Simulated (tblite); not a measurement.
Species: C3H5FSSi.
Geometry (GFN2-xTB, Å), atoms numbered from 1 in this order:
```xyz
11
C3H5FSSi angstrom
F     -1.830   -1.287   -0.816
C     -1.741    0.023   -0.389
Si    -0.191    0.247    0.722
C      1.238   -0.367   -0.344
C      2.460   -0.013   -0.125
S      3.889    0.502    0.219
H     -1.717    0.638   -1.293
H     -2.668    0.236    0.147
H     -0.076    1.669    1.048
H     -0.347   -0.575    1.925
H      0.988   -1.072   -1.121
```

Computed with GFN2-xTB (tblite): harmonic, unscaled wavenumbers at the GFN2-xTB geometry, gas phase. Against measured fundamentals such values can be off by several per cent, at times by over 20. Modes of hydrogen on silicon can be 10 to 20 % off. One conformer, not necessarily the lowest.

Harmonic wavenumbers (cm⁻¹): 29.1, 46.2, 96.2, 139.2, 271.2, 339.3, 403.3, 465.9, 515.9, 550.8, 643.1, 705.0, 720.9, 762.9, 781.1, 926.5, 1028.0, 1084.8, 1204.8, 1276.9, 1447.9, 1883.5, 2247.9, 2268.1, 2953.9, 2969.4, 3051.9.

A = 7849, B = 802.0, C = 749.7 MHz; mass 119.987 u (most abundant isotopes); point group C1, symmetry number 1.

Q: What is the zero-point energy?

A: ½Σν̃ = 14407 cm⁻¹ = 41.19 kcal/mol.

Q: Entropy at 298.15 K, 1 bar (ideal gas, RRHO, classical rotation)?

A: Translation 40.29, rotation 28.61, vibration 24.66: S = 93.6 cal/(mol K).

Q: And Cp and H(298.15 K) − H(0)?

A: Cp = 29.77 cal/(mol K), of which vibrations give 21.83 (their classical limit is 27 R = 53.7); H(298.15 K) − H(0) = 5.88 kcal/mol without the zero-point energy, 3.51 from vibrations.

Q: Which modes carry the vibrational entropy at 298.15 K?

A: 29.1 cm⁻¹: 5.89; 46.2 cm⁻¹: 4.97; 96.2 cm⁻¹: 3.53; 139.2 cm⁻¹: 2.81; 271.2 cm⁻¹: 1.59; 339.3 cm⁻¹: 1.22 cal/(mol K); the other 21 give 4.65 together.

Q: What must be added to the electronic energy to get the Gibbs energy at 298.15 K and 1 bar?

A: ZPE + [H(298.15 K) − H(0)] − T·S = 41.19 + 5.88 − 27.90 = 19.17 kcal/mol.

Q: How do the functions run with temperature in this model?

A: 
| T (K) | S (cal/(mol K)) | Cp (cal/(mol K)) | H − H(0) (kcal/mol) | G − H(0) (kcal/mol) | ln q(vib) |
| --- | --- | --- | --- | --- | --- |
| 50 | 59.4 | 13.3 | 0.53 | -2.43 | 0.96 |
| 100 | 69.6 | 16.4 | 1.28 | -5.68 | 2.26 |
| 373.15 | 100.7 | 33.8 | 8.27 | -29.31 | 7.96 |
| 500 | 111.4 | 39.1 | 12.91 | -42.78 | 10.31 |
| 750 | 128.6 | 46.0 | 23.62 | -72.86 | 14.53 |
| 1000 | 142.5 | 50.4 | 35.71 | -106.82 | 18.24 |

q(vib) and H(0) count from the zero-point level.

Hindered rotation and anharmonicity are outside this model. Other conformers, if any are populated, would add a mixing term that is left out. The structure is chiral; the term R ln 2 for an equal mix with its mirror image is left out.

Time: 0.5 s of wall time. Hardware: one thread of an Arm Neoverse N1, shared host. The figure is for the frequency step alone.
